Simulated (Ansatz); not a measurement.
Two isomers of C3H5FGe: A = `C#[C][GeH]([CH3])[F]`, B = `FC1=[CH][GeH2][CH2]1`.

Gas-phase electronic energies from Ansatz, PBE0-D4/def2-TZVP geometries. CBS: MP2 limit from def2 TZ/QZ plus the TZ coupled-cluster correction, frozen cores. Functionals use def2-TZVPP. B3LYP here is the variant with VWN-RPA as its local correlation; programs differ in this. For Ge outer-core shells are correlated without core-valence functions, which leaves a few kJ/mol of doubt a bond. Scalar relativity is left out up to krypton.

**Question.** Which is lower in electronic energy at CCSD(T)/CBS, and by how much? (Best estimate.)

**Answer.** Computed: A, by 24.7 kcal/mol.

**Question.** Give E(B) − E(A) in kcal/mol with MP2/def2-TZVPP, B3LYP, r2SCAN-D4, CCSD/def2-TZVPP, B2PLYP, PBE0-D4, BLYP-D4. (Estimate.)

**Answer.** Computed: MP2/def2-TZVPP 27.6, B3LYP 24.5, r2SCAN-D4 19.5, CCSD/def2-TZVPP 26.3, B2PLYP 26.5, PBE0-D4 15.5, BLYP-D4 24.2. None reverses the order clearly.

**Question.** Does the order hold for the free energy at 298.15 K (harmonic terms from PBE0-D4)? (An estimate is asked.)

**Answer.** Ansatz gave: Yes: G(B) − G(A) = +26.8 kcal/mol.

Largest T1 diagnostic: 0.012.

At CCSD(T), def2-SVP lies −2.9 kcal/mol from the extrapolated value and def2-TZVPP +0.7 kcal/mol. The D4 term adds −0.8 kcal/mol with B3LYP and −0.4 kcal/mol with PBE0; it sums over pairs of atoms, weighted by their polarisabilities, and B3LYP, whose exchange is more repulsive, gets the larger term.
